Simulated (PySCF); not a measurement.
# Structure from NMR data

The spectra below were simulated for a compound C5H10O2Si2.

1H NMR (500 MHz, computed): δ 5.04 (s, 2H), 4.96 (s, 2H), 4.48 (br s, 1H), 1.33 (s, 1H), 1.11 (m, 2H), 0.74 (m, 2H).

13C{1H} NMR (computed): δ 102.3, 68.5, 14.9 (2C), 0.2.

All values are calculated (PySCF 2.14): shielding tensors at PBE0/pcSseg-1 (GIAO), GFN2-xTB structure. Relativity neglected, one averaged value for each set of equivalent atoms, gas phase, single conformer.

Scale: 1H (σ = 31.72 ppm) and 13C (σ = 186.93 ppm) against TMS (reference shieldings calculated alike).

Problem. Choose the structure that fits.
A. C=C[Si@H](C=O)C(=C)O[SiH3]
B. CC(=O)[C@@]1([SiH3])C=CO[SiH2]1
C. C#CC1([SiH2]O[SiH2]O)CC1
D. C=CO/C([SiH3])=C(/[SiH3])C=O

Solution. C. 

1. The formula gives 3 degrees of unsaturation (1 ring in the answer).
2. 4 carbon signals for 5 carbons: some carbons are equivalent by symmetry or fast rotation.
3. Carbon types of the structure: 2 × C, 1 × CH, 2 × CH2, leaving 5 H on heteroatoms.
4. δC 102.3: alkyne carbon; the triple bond shields along its axis, which puts it between sp3 and sp2 carbons.
5. δC 68.5: terminal alkyne carbon; the triple bond shields along its axis, which puts it between sp3 and sp2 carbons.
6. δC 14.9, 0.2: three-membered-ring carbon; carbons of three-membered rings are unusually shielded.
7. δH 4.48: hydrogen on an oxygen bonded to Si; exchangeable; this is the value without hydrogen bonding to other molecules.
8. δH 1.33: hydrogen on a terminal alkyne carbon; it lies on the axis of the triple bond, in its shielding cone.

The others: C=C[Si@H](C=O)C(=C)O[SiH3] would give 5 carbon signals, not 4; CC(=O)[C@@]1([SiH3])C=CO[SiH2]1 would give 5 carbon signals, not 4; C=CO/C([SiH3])=C(/[SiH3])C=O would give 5 carbon signals, not 4.

Exchangeable OH/NH protons stand at their gas-phase positions; hydrogen bonding in a real sample shifts them, mostly to higher δ. Shifts are as computed. Against solution values, carbons near 30 ppm lie about +3 ppm off and those near 130 ppm about +5 ppm. Of 1211 compounds with measured shifts, 218 miss one by over three times the rms of a fit or turn the order of signals round; such compounds aren't used in these exercises. No couplings were computed; multiplicities are counted from neighbouring protons, with m where these are inequivalent, close in shift, in a saturated or five-membered ring or joined by F or P, and br s for small geminal =CH2 splittings.
